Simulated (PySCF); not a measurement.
C₃H₈O₂Si, SMILES C/C=C/O[SiH2]O. Geometry: B3LYP-D3(BJ)/def2-SVP. The structure was generated by enumeration; whether it is a known compound was not checked. One conformer was computed; it need not be the lowest.

Computed equilibrium geometry at B3LYP-D3(BJ)/def2-SVP (PySCF confirms it by a frequency run) as bond lengths and angles (one conformer of several):
Atoms: C1 C2 C3 O4 Si5 O6 H7 H8 H9 H10 H11 H12 H13 H14. Bond lengths (Å): C1–C2 1.499, C1–H7 1.104, C1–H8 1.102, C1–H9 1.104, C2–C3 1.336, C2–H10 1.096, C3–O4 1.365, C3–H11 1.100, O4–Si5 1.673, Si5–O6 1.660, Si5–H12 1.483, Si5–H13 1.483, O6–H14 0.965. Bond angles (°): C2–C1–H7 111.5, C2–C1–H8 111.7, C2–C1–H9 111.5, H7–C1–H8 107.7, H7–C1–H9 106.5, H8–C1–H9 107.7, C1–C2–C3 123.9, C1–C2–H10 118.4, C3–C2–H10 117.6, C2–C3–O4 122.7, C2–C3–H11 121.5, O4–C3–H11 115.8, C3–O4–Si5 126.2, O4–Si5–O6 112.6, O4–Si5–H12 109.7, O4–Si5–H13 103.9, O6–Si5–H12 104.9, O6–Si5–H13 112.1, H12–Si5–H13 113.8, Si5–O6–H14 117.4.
Charge 0, spin multiplicity 1.
